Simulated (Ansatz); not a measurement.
A run of Ansatz (development build ahead of 0.2.0) on quartet FeN at this shape:

```xyz
2

Fe    0.0000    0.0000    0.0000
N     0.0000    0.0000    1.5800
```

Its results:

```yaml
Converged: yes
Total_energy: -1317.78919 hartree
Spin_squared_of_the_determinant: 3.750
Stability_test: minimum among restricted orbitals
```

Forces (eV/Å):
```
atom     Fx     Fy      Fz
 Fe1  0.000  0.000   3.444
  N2  0.000  0.000  -3.444
```

**Question.** Which input gives this output? Name the method, the orbitals and the basis set, and write the input.

**Answer.** PBE0 (restricted open-shell) in def2-SVP.

```yaml
crystal:
  periodic: [false, false, false]
  atoms:
    - { symbol: Fe, position_ang: [0.0, 0.0, 0.0] }
    - { symbol: "N", position_ang: [0.0, 0.0, 1.58] }
basis:
  gaussian: { orbitals: def2-SVP }
magnetization:
  initial_magnetization: 3
hamiltonian:
  xc: pbe0
output:
  forces: true
```

Caution: no unrestricted run beside it, a lower state can exist.
